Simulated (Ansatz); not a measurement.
Calculated with Ansatz (gas phase, PBE0-D4/def2-TZVP geometries, no zero-point term in ΔE). CCSD(T)/CBS adds triple-zeta CCSD(T) − MP2 to the extrapolated MP2 energy (def2 sets, frozen cores). This one scheme is used for every species. DFT in def2-TZVPP. B3LYP here is the variant with VWN-RPA as its local correlation; programs differ in this. Elements past krypton have def2 core potentials. For Sn outer-core shells are correlated without core-valence functions, which leaves a few kJ/mol of doubt a bond. Each species was taken in one conformer, which may not be the lowest.

Consider the substitution at a C–Si bond: `C[SiH2][NH][SnH3]` + `N[SiH](O)O` → `CO[SiH](N)O` + `[SiH3][NH][SnH3]`.

`C[SiH2][NH][SnH3]`:

Cartesian coordinates in Å:
```
C 0.132 0.182 -1.769
Si -1.287 0.194 -0.555
N -0.649 0.244 1.040
Sn 1.177 -0.365 1.667
H 0.763 1.066 -1.653
H -0.252 0.173 -2.792
H 0.757 -0.707 -1.650
H -2.136 -1.011 -0.812
H -2.161 1.380 -0.791
H -1.299 0.401 1.795
H 1.110 -0.335 3.370
H 2.353 0.717 1.068
H 1.492 -1.940 1.082
```

`N[SiH](O)O`:

Cartesian coordinates in Å:
```
N -0.325 0.066 -1.213
Si 0.439 0.182 0.317
O 0.781 -1.346 0.803
O -0.561 1.041 1.291
H -0.732 0.888 -1.631
H 0.066 -0.536 -1.921
H 1.730 0.890 0.401
H 0.093 -2.003 0.691
H -1.493 0.819 1.263
```

`CO[SiH](N)O`:

Z-matrix (Å, degrees):
```
C
O 1 1.409
H 1 1.096 2 111.5
H 1 1.094 2 111.3 3 121.4
H 1 1.092 2 108.2 3 -119.0
Si 2 1.633 1 124.0 3 -61.2
O 6 1.643 2 104.9 1 -50.7
N 6 1.701 2 112.4 1 -171.5
H 6 1.486 2 110.4 1 69.5
H 7 0.958 6 116.5 2 -174.4
H 8 1.008 6 120.7 2 55.7
H 8 1.007 6 119.3 2 -88.7
```

`[SiH3][NH][SnH3]`:

Z-matrix (Å, degrees):
```
Si
N 1 1.713
H 1 1.489 2 106.5
H 1 1.491 2 112.5 3 119.4
H 1 1.492 2 113.9 3 -119.0
Sn 2 2.025 1 126.8 3 11.2
H 2 1.009 1 118.2 3 -177.9
H 6 1.704 2 107.5 1 -52.1
H 6 1.705 2 105.7 1 -172.3
H 6 1.709 2 109.8 1 67.9
```

(1) Is it downhill or uphill in electronic energy at CCSD(T)/CBS, and by how much? (An estimate is asked.)

(2) What do these levels give: PBE0-D4, ωB97X-V, ωB97M-V, B2PLYP, PBE, B3LYP, HF/def2-TZVPP, MP2/def2-TZVPP, CCSD(T)/def2-TZVPP, HF/CBS(def2), MP2/CBS(def2), CCSD/CBS(def2)? (An estimate is asked.)

Largest T1 diagnostic among the species: 0.012.

Answers

(1) Computed: Uphill: ΔE = +105.2 kJ/mol.

(2) Ansatz gave: PBE0-D4 102.3, ωB97X-V 95.9, ωB97M-V 101.9, B2PLYP 97.3, PBE 99.1, B3LYP 91.9, HF/def2-TZVPP 82.3, MP2/def2-TZVPP 108.5, CCSD(T)/def2-TZVPP 101.1, HF/CBS(def2) 81.8, MP2/CBS(def2) 112.6, CCSD/CBS(def2) 103.4 kJ/mol.

The D4 term adds +3.7 kJ/mol with B3LYP and +2.0 kJ/mol with PBE0; it sums over pairs of atoms, weighted by their polarisabilities, and B3LYP, whose exchange is more repulsive, gets the larger term. In def2-TZVPP, CCSD(T) changes the Hartree–Fock value by +18.8 kJ/mol (the triples alone add +1.8 kJ/mol) and MP2 by +26.3 kJ/mol.
